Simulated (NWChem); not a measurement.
System meant: MgHOCl; SMILES [OH][Mg][Cl]

NWChem input:

```
start job
memory heap 200 mb stack 900 mb global 1100 mb
geometry units angstroms noautosym nocenter noautoz
  Mg     0.106734     0.418267     0.002237
  Cl    -0.219002    -1.734072    -0.006727
  O      0.319771     2.156101     0.013201
  H      0.653563     3.041854     0.028701
end
basis spherical
  * library def2-svp
end
dft
  xc m06-l
  iterations 150
end
property
  shielding
end
task dft property
```

End of the output:

```
 Vector   22  Occ=0.000000D+00  E= 3.661355D-02
              MO Center=  1.1D-01,  2.3D-01,  1.2D-02, r^2= 5.8D+00
   Bfn.  Coefficient  Atom+Function         Bfn.  Coefficient  Atom+Function
  ----- ------------  ---------------      ----- ------------  ---------------
    13      0.909011  1 Mg pz                31     -0.294498  2 Cl pz
    10      0.193503  1 Mg pz                42     -0.163782  3 O  pz
    45     -0.147247  3 O  pz                28     -0.138968  2 Cl pz
     7      0.134777  1 Mg pz                15     -0.127841  1 Mg d -1
    25     -0.079277  2 Cl pz                11     -0.061425  1 Mg px

 center of mass
 --------------
 x =   0.01679723 y =  -0.32477203 z =   0.00145526

 moments of inertia (a.u.)
 ------------------
         681.328323604972         -98.197792067830          -0.511190084587
         -98.197792067830          14.340354585882          -3.512697050237
          -0.511190084587          -3.512697050237         695.631003623410

     Multipole analysis of the density
     ---------------------------------

     L   x y z        total         alpha         beta         nuclear
     -   - - -        -----         -----         ----         -------
     0   0 0 0     -0.000000    -19.000000    -19.000000     38.000000

     1   1 0 0      0.285957     -0.584098     -0.584098      1.454154
     1   0 1 0      0.837529      4.358237      4.358237     -7.878944
     1   0 0 1      0.005257     -0.041586     -0.041586      0.088428

     2   2 0 0    -19.353736    -13.600093    -13.600093      7.846450
     2   1 1 0      0.152875    -25.805638    -25.805638     51.764150
     2   1 0 1      0.012051     -0.137600     -0.137600      0.287250
     2   0 2 0    -25.630234   -190.763952   -190.763952    355.897670
     2   0 1 1      0.013778     -0.929695     -0.929695      1.873168
     2   0 0 2    -19.615824     -9.813353     -9.813353      0.010882

          -----------------------------------------
          Chemical Shielding Tensors (GIAO, in ppm)
          -----------------------------------------

 ------------------------------------------------------------------------
  xm06: d2 not coded                    0
 ------------------------------------------------------------------------
 ------------------------------------------------------------------------
  current input line :
    19: task dft property
 ------------------------------------------------------------------------
 ------------------------------------------------------------------------
 This error has not yet been assigned to a category
 ------------------------------------------------------------------------
 For more information see the NWChem manual at https://nwchemgit.github.io

0: xm06: d2 not coded:Received an Error in Communication
```

**Question.** Can this run be used? If not, why, and what is the fix?

**Answer.** The run crashed. Cause: this functional's second derivatives, which shieldings need, aren't coded here; the fix takes a hybrid GGA instead. This input runs:
```
start job
memory heap 200 mb stack 900 mb global 1100 mb
geometry units angstroms noautosym nocenter noautoz
  Mg     0.106734     0.418267     0.002237
  Cl    -0.219002    -1.734072    -0.006727
  O      0.319771     2.156101     0.013201
  H      0.653563     3.041854     0.028701
end
basis spherical
  Mg library def2-svp
  Cl library def2-svp
  O library def2-svp
  H library def2-svp
end
dft
  xc pbe0
  iterations 150
end
property
  shielding
end
task dft property
```
It converges to -735.60959 Ha (PBE0/def2-SVP, GIAO).
